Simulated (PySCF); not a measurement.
# Telling isomers of C7H8Cl2Si apart by NMR

One computed conformer, non-relativistic, no solvent, averaged over atoms made equivalent by symmetry, fast rotation or ring inversion. Shielding tensors at PBE0/pcSseg-1 (GIAO); GFN2-xTB geometry; PySCF.

References, each an isolated molecule treated in the same way: 1H and 13C against TMS. Where no couplings were computed, multiplicities follow the n + 1 count of equivalent neighbours, and m marks all less simple cases (inequivalent or close neighbours, rings, F or P nearby). Shifts are as computed. Against solution values, carbons near 30 ppm lie about +3 ppm off and those near 130 ppm about +5 ppm; carbons on Cl a further +6 ppm. Of 1211 compounds with measured shifts, 218 miss one by over three times the rms of a fit or turn the order of signals round; such compounds aren't used in these exercises. Carbons bonded to Cl come out too deshielded.

(1) Tabulate the signals of `C[Si](Cl)(Cl)c1ccccc1`, `C[C@H]1[SiH2]C=C1C#CC(Cl)Cl` and their relative energies.

(2) What is the quickest way to tell C[Si](Cl)(Cl)c1ccccc1 from C[C@H]1[SiH2]C=C1C#CC(Cl)Cl?

Results:

(1) 
```tsv
SMILES	carbon types	δC	δH	E rel. (kcal/mol)
C[Si](Cl)(Cl)c1ccccc1	1×C 5×CH 1×CH3	141.7, 138.8, 136.8, 133.3, 10.7	7.88 (m, 2H), 7.75 (m, 1H), 7.72 (m, 2H), 0.77 (s, 3H)	0.0
C[C@H]1[SiH2]C=C1C#CC(Cl)Cl	3×C 3×CH 1×CH3	156.9, 152.0, 97.6, 97.5, 72.5, 36.0, 19.5	6.62 (m, 1H), 6.60 (s, 1H), 4.91 (m, 1H), 4.55 (m, 1H), 2.55 (m, 1H), 1.41 (d, 3H)	155.5
```

Energies are electronic energies at PBE0/pcSseg-1 on these geometries, without zero-point or thermal terms, each for the one conformer computed, which needn't be the lowest.

(2) Count the carbon signals: 5 against 7. The first has an aromatic CH at 133.3 ppm, the second a propargylic sp3 CH bonded to 2 Cl at 72.5 ppm. Their most deshielded carbons lie at 141.7 and 156.9 ppm. In the proton spectra the most deshielded non-exchanging signals are 7.88 (m, 2H) and 6.62 (m, 1H).
